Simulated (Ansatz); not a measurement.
Cost and result for the atomization energy of CH3FOSeSi (`FC1([SeH])O[SiH2]1`) (8 atoms, 8 bonds).

```xyz
8

F    -1.0792   -1.4609   -0.4107
C    -0.2978   -0.3537   -0.4146
Se   -0.9178    0.9564   -1.7091
O     1.0619   -0.6661   -0.6129
Si    0.8770   -0.0194    0.9355
H    -2.1723    1.2049   -0.9874
H     1.4586    1.3185    1.1592
H     1.0695   -0.9796    2.0402
```

The species carries charge 0 and has multiplicity 1. Correlated methods include outer-core shells of Se, which these sets cover unevenly. Scalar relativity is left out up to krypton. All single points use the PBE0-D4/def2-TZVP geometry. It is one conformer, not always the lowest. Program: Ansatz. All runs use 4 threads of an Arm Neoverse V1 on a shared host. Times are those of one run each, without the atoms' runs, and a repeat can differ threefold. Electronic energies, without spin–orbit coupling; frozen cores. CCSD(T)/CBS adds CCSD(T) − MP2 in def2-TZVPP to the MP2 limit, and its time is that of the two runs behind it. T1 = 0.013. With those shells the extrapolation isn't a true limit. B3LYP takes the VWN-RPA correlation (the form of Gaussian; ORCA's B3LYP/G).

CCSD(T)/CBS is a level of theory with its own doubt, some kJ/mol a heavy atom from the limit and from the frozen cores, so smaller differences don't rank the functionals.

```csv
level,functions,wall time,atomization (kJ/mol),difference from CCSD(T)/CBS,per bond
PBE-D4/def2-TZVPP (with forces),225,2.5 s,2769.0,91.3,11.4
PBE0-D4/def2-TZVPP,225,3.3 s,2668.2,-9.5,-1.2
B3LYP-D4/def2-TZVPP (with forces),225,4.9 s,2654.3,-23.4,-2.9
r2SCAN-D4/def2-TZVPP (with forces),225,5.5 s,2695.5,17.8,2.2
B2PLYP/def2-TZVPP,225,6 s,2626.5,-51.2,-6.4
ωB97X-V/def2-TZVPP,225,8.5 s,2690.6,12.9,1.6
ωB97M-V/def2-TZVPP (with forces),225,13 s,2674.8,-2.9,-0.4
MP2/def2-QZVPP,420,21 s,2725.2,47.5,5.9
CCSD(T)/def2-TZVPP,225,2.8 min,2581.9,-95.8,-12.0
CCSD(T)/CBS(def2),–,3.1 min,2677.7,0.0,0.0
```

In def2-TZVPP, CCSD(T) changes the Hartree–Fock value by +861.7 kJ/mol (the triples alone add +66.3 kJ/mol) and MP2 by +948.0 kJ/mol; breaking electron pairs costs correlation energy, which Hartree–Fock lacks. The D4 term adds +32.6 kJ/mol with B3LYP and +16.8 kJ/mol with PBE0; it sums over pairs of atoms, weighted by their polarisabilities, and B3LYP, whose exchange is more repulsive, gets the larger term. From PBE to PBE0 (25 % exact exchange), in def2-TZVPP and without D4, the atomization energy moves by −97.6 kJ/mol: exact exchange takes away binding that semilocal exchange gives to molecules.
